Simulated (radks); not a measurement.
Task: K7+, configuration [Ne] 3s2. Method: scalar-relativistic Kohn-Sham, r2SCAN, spin-polarised, spherical densities, finite nucleus; meta-GGA in the generalised Kohn-Sham scheme; Fermi nuclear charge, rms radius 3.4349 fm; computed with a radial shooting solver on a logarithmic mesh with Libxc functionals. Some entries of the table are withheld. Estimate them.

| orbital | occ. | eigenvalue (eV) | r(max) (bohr) | <1/r> (bohr^-1) |
|---|---|---|---|---|
| 1s | 2 | (1) | 0.05303 | 18.72 |
| 2s | 2 | -495.8303 | (2) | (3) |
| 2p | 6 | -421.0803 | 0.2613 | (4) |
| 3s | 2 | -146.1063 | 0.9908 | 1.291 |

Result: 
(1) 1s eigenvalue (eV): -3683.728
(2) 2s r(max) (bohr): 0.3164
(3) 2s <1/r> (bohr^-1): 3.844
(4) 2p <1/r> (bohr^-1): 3.736
